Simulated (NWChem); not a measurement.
# GeNH₃F₂; SMILES [NH2][GeH]([F])[F]

```xyz
7

Ge    -0.0218     0.3055    -0.0270
N      1.7106    -0.0995    -0.2522
F     -0.8432    -0.2391    -1.4436
F     -0.7810    -0.6171     1.2315
H     -0.2941     1.7811     0.2346
H      1.9240    -1.0663    -0.4796
H      2.3594     0.2545     0.4438
```
Atoms are numbered in this order, from 1.

Program: NWChem. Pople sets run with spherical d functions. STO-3G and 3-21G are far too small for this property and stand as cheap habits. All runs use the structure optimised with PBE0/def2-SVP. GIAO values for the isolated, static molecule; σ is the absolute isotropic shielding, δ = σ(reference) − σ with the isolated reference molecule computed at the same levels (19F: trichlorofluoromethane, 1H: tetramethylsilane, 15N: ammonia).

| level | σ Ge1 (ppm) | δ N2 (ppm) | δ F3 (ppm) | δ F4 (ppm) | δ H5 (ppm) | δ H6 (ppm) | δ H7 (ppm) |
|---|---|---|---|---|---|---|---|
| Hartree-Fock/STO-3G | 2260.2 | -54.7 | -214.8 | -201.9 | 2.32 | -1.44 | -1.65 |
| B3LYP/6-31G* | 1521.8 | 24.9 | -141.3 | -106.3 | 6.18 | 0.76 | 0.62 |
| PBE0/pcSseg-1 | 1319.7 | ___ | ___ | ___ | ___ | 1.23 | ___ |
| KT2/pcSseg-1 | 1310.7 | 36.0 | -182.9 | -141.9 | 5.82 | 1.25 | 1.09 |
| LDA (Slater exchange, VWN5)/pcSseg-1 | 1185.2 | 46.9 | -174.4 | -132.0 | 6.27 | 1.37 | 1.22 |

Task: Some entries are withheld; supply them.

Result: 
- PBE0/pcSseg-1, δ N2 (ppm): 30.3
- PBE0/pcSseg-1, δ F3 (ppm): -170.3
- PBE0/pcSseg-1, δ F4 (ppm): -135.9
- PBE0/pcSseg-1, δ H5 (ppm): 5.59
- PBE0/pcSseg-1, δ H7 (ppm): 1.02
